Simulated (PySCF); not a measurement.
## Ca (calcium, neutral) across methods

[Ar] 4p2, high-spin 3P determinant (an excited configuration). All numbers are calculated (PySCF 2.14, the spin-free X2C one-electron Hamiltonian (Gaussian nucleus), in aug-cc-pVQZ-X2C (8s7p5d3f2g, 93 functions)). The B2PLYP total includes its PT2 part (frozen core); its orbital energies are those of the SCF part.

```
 method  E (hartree)  mean ε 3p α (eV)  mean ε 3p β (eV)  mean ε 4p α (eV)  Σ⟨r²⟩ (bohr²)   ⟨S²⟩
   PBE0     -680.120           -33.006           -32.886            -3.113          70.46  2.000
    PBE     -680.080           -30.610           -30.509            -2.683          69.45  2.000
 B2PLYP     -680.079           -35.245           -35.117            -3.332          72.67  2.000
wB97X-V     -680.189           -35.685           -35.599            -4.176          72.44  2.000
  wB97X     -680.280           -35.687           -35.652            -4.185          72.72  2.000
    LDA     -678.420           -30.663           -30.561            -2.658          69.38  2.000
 r2SCAN     -680.259           -31.324           -31.260            -2.712          69.92  2.000
```

(1) Estimate the same row for UHF.

Answers

(1) E (hartree) = -679.48331; mean ε 3p α (eV) = -39.092; mean ε 3p β (eV) = -38.915; mean ε 4p α (eV) = -4.040; Σ⟨r²⟩ (bohr²) = 76.70; ⟨S²⟩ = 2.000.
